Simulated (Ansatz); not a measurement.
Si21H30. Charge 0, multiplicity 3. Geometry r2SCAN-D4/def2-SVP; atoms count from 1.

```xyz
51

Si   -2.971   -1.517   -3.126
Si    3.193    1.065   -2.632
Si    0.818   -1.688   -3.439
Si   -0.862    1.350   -2.057
Si    1.473    1.124    1.650
Si   -1.657    0.165   -0.173
Si    2.019   -0.832    0.392
Si   -2.139    2.550    2.717
Si   -0.555   -0.408    4.574
Si   -0.864   -3.546   -0.695
Si    1.274    2.370   -2.214
Si   -0.083    2.910    1.642
Si   -1.055   -0.297   -3.731
Si   -3.277    1.303    1.084
Si   -2.539   -1.907   -0.839
Si    2.700   -0.549   -4.260
Si    3.953   -0.122   -0.750
Si    1.092   -2.341   -1.183
Si    1.537    0.433    3.907
Si   -1.311   -1.904    2.947
Si   -1.995    1.434    4.774
H    -3.127   -2.780   -3.916
H    -4.210   -0.688   -3.279
H     4.244    2.020   -3.120
H     0.603   -2.976   -4.181
H    -1.824    2.474   -2.324
H     2.762    1.890    1.494
H     2.448   -1.778    1.480
H    -2.799    3.884    2.915
H    -0.473   -1.115    5.896
H    -1.035   -4.565   -1.781
H    -0.834   -4.261    0.618
H     1.105    3.228   -3.435
H     1.556    3.295   -1.072
H    -0.429    3.411    0.275
H     0.708    3.981    2.333
H    -1.074    0.254   -5.126
H    -4.027    2.250    0.193
H    -4.247    0.320    1.662
H    -3.771   -2.235   -0.051
H     2.376    0.073   -5.584
H     3.861   -1.479   -4.435
H     4.750   -1.301   -1.223
H     4.825    0.729    0.119
H     2.248   -3.307   -1.223
H     2.606   -0.597    4.105
H     1.859    1.625    4.759
H    -0.321   -2.068    1.834
H    -1.723   -3.249    3.463
H    -1.443    2.367    5.809
H    -3.364    1.004    5.206
```

Single mean-field runs in def2-SVP are fitted with def2-universal-jkfit. At PBE0-D4/def2-SVP a singlet of charge 0 lies 2.48 eV below the triplet, each at its own geometry.

Estimate the Mulliken populations of the heavy atoms from the PBE0/def2-SVP orbitals of Ansatz.


```csv
atom,charge (e),spin (α − β)
Si1,0.15,0.03
Si2,-0.12,0.00
Si3,-0.07,0.00
Si4,0.00,-0.02
Si5,-0.13,0.00
Si6,-0.26,0.95
Si7,-0.09,0.00
Si8,-0.09,0.01
Si9,-0.13,-0.01
Si10,0.10,0.01
Si11,0.09,0.01
Si12,0.05,0.00
Si13,-0.09,0.01
Si14,0.16,-0.04
Si15,-0.09,-0.04
Si16,0.13,0.00
Si17,0.10,0.01
Si18,-0.06,0.00
Si19,0.11,0.02
Si20,0.08,0.98
Si21,0.12,0.01
```
Mulliken values depend strongly on the basis.

Where does the spin sit?

Summed by element: Si 1.92, H 0.08, of 2 unpaired in all. Largest on single atoms: Si20 0.98, Si6 0.95, Si15 -0.04.

And the Mayer bond orders between heavy atoms (over 0.3)?

Si1–Si13 0.93 (2.35 Å); Si1–Si15 0.92 (2.36 Å); Si2–Si11 0.94 (2.36 Å); Si2–Si16 0.94 (2.34 Å); Si2–Si17 0.93 (2.35 Å); Si3–Si13 0.91 (2.35 Å); Si3–Si16 0.94 (2.35 Å); Si3–Si18 0.93 (2.36 Å); Si4–Si6 0.92 (2.36 Å); Si4–Si11 0.94 (2.37 Å); Si4–Si13 0.91 (2.36 Å); Si5–Si7 0.90 (2.39 Å); Si5–Si12 0.93 (2.37 Å); Si5–Si19 0.94 (2.36 Å); Si6–Si14 0.93 (2.35 Å); Si6–Si15 0.93 (2.35 Å); Si7–Si17 0.93 (2.36 Å); Si7–Si18 0.94 (2.37 Å); Si8–Si12 0.94 (2.35 Å); Si8–Si14 0.93 (2.35 Å); Si8–Si21 0.94 (2.34 Å); Si9–Si19 0.93 (2.35 Å); Si9–Si20 0.95 (2.34 Å); Si9–Si21 0.94 (2.35 Å); Si10–Si15 0.92 (2.35 Å); Si10–Si18 0.94 (2.35 Å).
